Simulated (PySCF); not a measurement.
C₆H₁₃BO₃Si.
Atom-mapped SMILES: `[CH3:1][Si:2]([CH3:3])([CH3:4])[O:5][C:6]1=[O+:7][BH2-:8][O:9][CH:10]=[CH:11]1` (hydrogens: H12, H13, H14 on C1; H15, H16, H17 on C3; H18, H19, H20 on C4; H21, H22 on B8; H23 on C10; H24 on C11)

All values: PBE0/pcSseg-1 (PySCF, non-relativistic), on one gas-phase PBE0-D3(BJ)/def2-SVP geometry that isn't relaxed in the solvent. The solvent is an IEF-PCM continuum (van der Waals radii × 1.2). Only the electrostatic response of the medium enters.

Gas phase at PBE0/pcSseg-1: HOMO -6.57 eV, LUMO -1.52 eV, dipole 4.55 D.

Question: What does the continuum do to the energy, the frontier levels and the dipole at PBE0/pcSseg-1 in chloroform and acetone?

Answer: 
```tsv
solvent	ε	E(solvent) − E(gas) (kJ/mol)	polarisation term (kJ/mol)	distortion of the solute (kJ/mol)	HOMO (eV)	LUMO (eV)	dipole (D)
chloroform	4.711	-20.40	-22.72	2.32	-6.76	-1.53	5.37
acetone	20.49	-27.02	-31.19	4.17	-6.81	-1.54	5.65
```

The first energy column is the sum of the next two and covers electrostatics alone. From chloroform to acetone the lowering changes by a factor 1.32, Onsager's factor (ε − 1)/(2ε + 1) by 1.30 and ε itself by 4.3.

Question: Which radius a makes the point-dipole formula ΔE = −[(ε − 1)/(2ε + 1)]·μ²/a³ give the value in acetone, with the gas-phase dipole?

Answer: μ = 1.790 au and |ΔE| = 0.01029 Eh give a = 2.78 Å; the farthest nucleus lies 4.66 Å from the centroid of the nuclei, so such a sphere wouldn't even hold the nuclei. The formula assumes a rigid point dipole at the centre of a sphere.

Question: Which ESP-fitted charges (PBE0/pcSseg-1) respond most in acetone (means over atoms taken as equivalent)?

Answer: 
| atoms | environment | gas (e) | solvent (e) | change |
| --- | --- | --- | --- | --- |
| Si2 | oxygen-bound silicon | +1.179 | +1.227 | +0.048 |
| O9 | boron-bound oxygen | -0.414 | -0.450 | -0.036 |
| O5 | oxygen bonded to C and Si | -0.623 | -0.648 | -0.025 |
| H23 | vinylic hydrogen | +0.080 | +0.099 | +0.019 |
| H21/H22 | B–H hydrogen | -0.158 | -0.177 | -0.019 |
| C1/C3/C4 | Si-methyl carbon | -0.788 | -0.806 | -0.018 |

Question: Which Mayer bond orders change most in acetone?

Answer: 
```json
{"bond": "O9–C10", "length (Å)": "1.276", "gas": "1.347", "solvent": "1.304", "change": "-0.043"}
{"bond": "C10–C11", "length (Å)": "1.379", "gas": "1.452", "solvent": "1.480", "change": "+0.028"}
{"bond": "O7–B8", "length (Å)": "1.551", "gas": "0.611", "solvent": "0.634", "change": "+0.023"}
{"bond": "C6–O7", "length (Å)": "1.270", "gas": "1.353", "solvent": "1.331", "change": "-0.022"}
{"bond": "B8–O9", "length (Å)": "1.517", "gas": "0.704", "solvent": "0.723", "change": "+0.019"}
{"bond": "Si2–O5", "length (Å)": "1.751", "gas": "0.692", "solvent": "0.674", "change": "-0.018"}
{"bond": "O5–C6", "length (Å)": "1.300", "gas": "1.166", "solvent": "1.177", "change": "+0.011"}
{"bond": "B8–H22", "length (Å)": "1.219", "gas": "0.970", "solvent": "0.960", "change": "-0.010"}
```

Question: How do the nuclear quadrupole coupling constants eQVzz/h respond in acetone?

Answer: 
```
  nucleus  Q (barn)  gas (MHz)  solvent (MHz)  η gas  η solvent
17O at O5   -0.0256      -8.56          -8.50   0.20       0.22
17O at O7   -0.0256      -7.88          -7.99   0.32       0.28
11B at B8   0.04059      -2.72          -2.52   0.89       0.92
17O at O9   -0.0256      -7.91          -7.99   0.46       0.36
```

Conformer computed: `[CH3:1][Si:2]([CH3:3])([CH3:4])[O:5][C:6]1=[O+:7][BH2-:8][O:9][CH:10]=[CH:11]1`: C1–Si2–O5–C6 -179°, Si2–O5–C6–O7 0°.
